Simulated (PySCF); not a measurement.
Fractional electron number in Mn²⁺ (manganese, charge +2)

The 3d alpha orbital of [Ar] 3d5 is emptied in steps (occupation f), with all orbitals relaxed, ending at [Ar] 3d4. All numbers are calculated (PySCF 2.14, scalar relativity by spin-free X2C-1e, in aug-cc-pVTZ-DK (8s7p5d3f2g, 93 functions)). The exact energy is a straight line in f; departures are measured from the line between the end points of the same method.

```json
{"f": "1", "PBE0 (eV)": "0.000", "r2SCAN (eV)": "0.000", "LC-wPBE (eV)": "0.000"}
{"f": "0.9", "PBE0 (eV)": "-0.507", "r2SCAN (eV)": "-0.696", "LC-wPBE (eV)": "-0.272"}
{"f": "0.7", "PBE0 (eV)": "-1.191", "r2SCAN (eV)": "-1.634", "LC-wPBE (eV)": "-0.643"}
{"f": "0.5", "PBE0 (eV)": "-1.428", "r2SCAN (eV)": "-1.953", "LC-wPBE (eV)": "-0.778"}
{"f": "0.3", "PBE0 (eV)": "-1.207", "r2SCAN (eV)": "-1.646", "LC-wPBE (eV)": "-0.663"}
{"f": "0.1", "PBE0 (eV)": "-0.520", "r2SCAN (eV)": "-0.707", "LC-wPBE (eV)": "-0.288"}
{"f": "0", "PBE0 (eV)": "0.000", "r2SCAN (eV)": "0.000", "LC-wPBE (eV)": "0.000"}
```

Problem. For PBE0, how does the orbital energy at f = 1 compare with the removal energy?

Solution. −ε = 28.265 eV against a total-energy difference of 33.872 eV. By Janak's theorem ε = ∂E/∂f, so the gap between them reflects the curvature. Along the path −ε is 29.349 (f = 0.9), 31.561 (f = 0.7), 33.824 (f = 0.5), 36.134 (f = 0.3), 38.483 (f = 0.1) eV.

```tsv
method	E(f=0) − E(f=1) (eV)	−ε at f=1 (eV)	−ε at f=0.5 (eV)
PBE0	33.872	28.265	33.824
r2SCAN	33.903	26.192	33.866
LC-wPBE	33.941	30.960	33.882
```

Reference removal energy between the ground levels: 33.668 ± 0.012 eV (measured; NIST Atomic Spectra Database, ionization energies). The calculation has no spin-orbit coupling. The determinant left behind need not be the lowest term of the ion.
